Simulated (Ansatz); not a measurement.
Computed with Ansatz on PBE0-D4/def2-TZVP structures; ΔE is electronic, products minus reactants. CCSD(T)/CBS is the MP2 limit (def2-TZVPP, def2-QZVPP) plus CCSD(T) − MP2 in def2-TZVPP, frozen cores. This one scheme is used for every species, atoms too. For atomizations the MP2-based limit and the directly extrapolated one differ by several kJ/mol either way, and by 10 to 25 for some Ge, Se and Sn compounds, so smaller differences from it don't rank the levels. DFT in def2-TZVPP. HSE06 is defined as in plane-wave codes. No spin–orbit coupling; open shells (•) take unrestricted orbitals. Spin–orbit coupling would lower the free atoms: a little for C, Cl, Si; clearly for Ge. For Ge outer-core shells are correlated without core-valence functions, so the limit isn't a true one: a few kJ/mol of doubt a bond, and 10 to 20 or more in all where bonds break to atoms. Scalar relativity is left out up to krypton.

Reaction (atomization): `C[Si](Cl)(Cl)[GeH3]` → C• + 2 Cl• + Ge• + 6 H• + Si•

`C[Si](Cl)(Cl)[GeH3]`:

Z-matrix (Å, degrees):
```
C
Si 1 1.854
H 1 1.092 2 110.2
H 1 1.092 2 110.2 3 -120.1
H 1 1.092 2 110.1 3 119.9
Cl 2 2.060 1 108.6 3 -178.3
Cl 2 2.060 1 108.6 3 -61.3
Ge 2 2.377 1 115.2 3 60.2
H 8 1.537 2 109.8 1 60.0
H 8 1.537 2 109.8 1 -59.6
H 8 1.534 2 109.7 1 -179.8
```

(1) What is ΔE at CCSD(T)/CBS? (Estimate.)

(2) What do these levels give: BLYP-D4, r2SCANh-D4, HSE06-D4, BHLYP-D4, r2SCAN, PBE0, r2SCANh, CAM-B3LYP, HF/def2-SVP, CCSD(T)/def2-SVP, HF/def2-QZVPP, HF/CBS(def2)? (Best estimate.)

Largest T1 diagnostic among the species: 0.012.

Results:

(1) Ansatz gave: +3568.0 kJ/mol.

(2) The calculation gave: BLYP-D4 3492.0, r2SCANh-D4 3564.3, HSE06-D4 3551.7, BHLYP-D4 3481.5, r2SCAN 3569.9, PBE0 3522.2, r2SCANh 3555.6, CAM-B3LYP 3513.2, HF/def2-SVP 2664.1, CCSD(T)/def2-SVP 3317.4, HF/def2-QZVPP 2680.0, HF/CBS(def2) 2680.5 kJ/mol.

From BLYP to BHLYP (50 % exact exchange), in def2-TZVPP and without D4, ΔE moves by +12.8 kJ/mol. In def2-TZVPP, CCSD(T) changes the Hartree–Fock value by +801.2 kJ/mol (the triples alone add +47.9 kJ/mol) and MP2 by +832.4 kJ/mol; breaking electron pairs costs correlation energy, which Hartree–Fock lacks.
